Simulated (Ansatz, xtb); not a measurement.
## AlFGeH5NO: 4 structures ranked

4 gas-phase structures of AlFGeH5NO, found in a search over its isomers (lower ones may exist). Each was relaxed with GFN2-xTB; where two conformers were screened, the lower at r2SCAN-D4/def2-SVP is listed:

A. `[NH2][GeH2][O][AlH][F]`, a singlet
B. a singlet given by its coordinates
C. `[NH2][Al]([F])[O][GeH3]`, a singlet
D. a singlet given by its coordinates

B (Å):

```xyz
10

Al    1.2789   -0.5881   -1.0576
F     0.1977   -1.6785   -0.4472
Ge    1.3935    1.9177   -0.1023
N     1.9710    0.3630    0.8259
O     0.7302    1.0266   -1.4067
H     2.5799   -0.9207   -1.7420
H     1.3846    0.1001    1.6141
H     2.9339    0.3078    1.1402
H     0.3372    2.6414    0.6856
H     2.5929    2.7337   -0.4886
```

Close contacts (Å): Al1–F2 1.65, Al1–Ge3 2.68, Al1–N4 2.22, Al1–O5 1.74, Ge3–N4 1.90, Ge3–O5 1.71, Al1–H6 1.51, Ge3–H9 1.50, Ge3–H10 1.50, N4–H7 1.02, N4–H8 1.01.

D (Å):

```xyz
10

Al    0.8432    0.0799    0.2962
F    -0.8105   -0.0469    0.3090
Ge    2.4763    2.0008   -1.8967
N     1.0664    1.7354    1.5059
O     1.5577    0.8211   -1.0796
H     0.1694    2.2032    1.6294
H     1.4939    1.6187    2.4203
H     1.6647    2.3570    0.9411
H     1.7117   -1.0266    0.8501
H     2.6356    3.2068   -0.4560
```

Close contacts (Å): Al1–F2 1.66, Al1–N4 2.06, Al1–O5 1.72, Ge3–O5 1.70, Al1–H9 1.51, Ge3–H10 1.89, N4–H6 1.02, N4–H7 1.02, N4–H8 1.03.

Question: Which do you expect lowest at r2SCAN-D4/def2-SVP, and how would the others follow?

Answer: Calculated order at r2SCAN-D4/def2-SVP: C (0.000), B (0.170), D (0.611), A (0.730) eV.

Energies above the lowest of each column, in eV; the last columns are at PBE-D3(BJ)/def2-SVP geometries (a dash: not run or not comparable):

```json
{"structure": "C", "GFN2-xTB": "1.093", "HF/STO-3G": "0.327", "r2SCAN-D4/def2-SVP": "0.000", "PBE-D3(BJ)/def2-SVP": "0.106", "CCSD(T)/def2-SVP + ΔMP2/def2-TZVPP": "0.000"}
{"structure": "B", "GFN2-xTB": "1.075", "HF/STO-3G": "0.000", "r2SCAN-D4/def2-SVP": "0.170", "PBE-D3(BJ)/def2-SVP": "0.000", "CCSD(T)/def2-SVP + ΔMP2/def2-TZVPP": "0.150"}
{"structure": "D", "GFN2-xTB": "0.000", "HF/STO-3G": "2.687", "r2SCAN-D4/def2-SVP": "0.611", "PBE-D3(BJ)/def2-SVP": "0.201", "CCSD(T)/def2-SVP + ΔMP2/def2-TZVPP": "0.622"}
{"structure": "A", "GFN2-xTB": "0.932", "HF/STO-3G": "1.031", "r2SCAN-D4/def2-SVP": "0.730", "PBE-D3(BJ)/def2-SVP": "0.677", "CCSD(T)/def2-SVP + ΔMP2/def2-TZVPP": "–"}
```

CCSD(T)/def2-SVP + ΔMP2/def2-TZVPP puts C lowest of those it was run on; GFN2-xTB picks D, HF/STO-3G picks B, PBE-D3(BJ)/def2-SVP picks B. Some further structures that were screened fall inside this span and aren't listed. Flexible structures stand in one conformer each, not always the lowest. Frequencies (PBE-D3(BJ)/def2-SVP) were run for B, C, D alone. The ΔMP2 step shifts differences by up to 0.223 eV, which makes them less sure. ΔMP2 is the change of the MP2 energy from the smaller to the larger basis.

Over these structures GFN2-xTB departs from r2SCAN-D4/def2-SVP by 0.602 eV on average once a common shift is removed. A GFN2-xTB relaxation took about 0.15 s and the r2SCAN-D4/def2-SVP energy about 2.5 s on a shared host (Ansatz 0.2.0, xtb 6.7.1).
